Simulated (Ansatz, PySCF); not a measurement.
Species: C2H9N2Si, net charge 0, doublet state. It need not be the lowest isomer of its formula. 
Structure (B3LYP-D3(BJ)/def2-TZVP (Ansatz, a quantum-chemistry and plane-wave program) minimum search):
```xyz
14

Si    -0.0216    -0.0052     0.0576
C      1.5611    -0.8730    -0.4390
C     -1.1991     0.2565    -1.3741
N     -0.8464    -1.1423     1.1186
N      0.4055     1.5491     0.6741
H      2.2386    -0.9815     0.4110
H      2.0768    -0.3005    -1.2125
H      1.3491    -1.8715    -0.8230
H     -2.0967     0.7925    -1.0579
H     -1.5148    -0.6996    -1.7933
H     -0.7136     0.8413    -2.1579
H     -1.0318    -0.8100     2.0671
H     -0.2794     2.2776     0.7965
H      1.1893     1.6766     1.2941
```
Charge 0, spin multiplicity 2.

Total electronic energies in hartree. Valence correlation only, unless marked. UHF or UKS for open shells. Spin-orbit coupling is left out. No relativistic terms. CBS marks a two-point X^-3 extrapolation of the correlation energy; Hartree-Fock from the larger set. [CCSD(T)-MP2]/basis is that difference in the basis named.

| level | program | energy (Eh) |
|---|---|---|
| SVWN5/def2-TZVPD | PySCF | -477.89404 |
| PBE/def2-TZVPD | Ansatz | -480.32351 |
| BLYP/def2-TZVPD | Ansatz | ? |
| revPBE/def2-TZVPD | Ansatz | -480.60380 |
| PBE0-D4/def2-TZVP | Ansatz + dftd4 | ? |
| M06-2X/def2-TZVPD | PySCF | ? |
| CAM-B3LYP/def2-TZVPD | Ansatz | -480.63938 |
| LC-wPBE-D3(BJ)/def2-TZVPD | Ansatz + dftd3 | -480.53522 |
| RI-MP2/CBS(cc-pV(T+d)Z,cc-pV(Q+d)Z)+[CCSD(T)-MP2]/cc-pV(D+d)Z | Ansatz | -480.0114 |

Complete the blanks.


- BLYP/def2-TZVPD, energy (Eh): -480.63538
- PBE0-D4/def2-TZVP, energy (Eh): -480.38479
- M06-2X/def2-TZVPD, energy (Eh): -480.61607
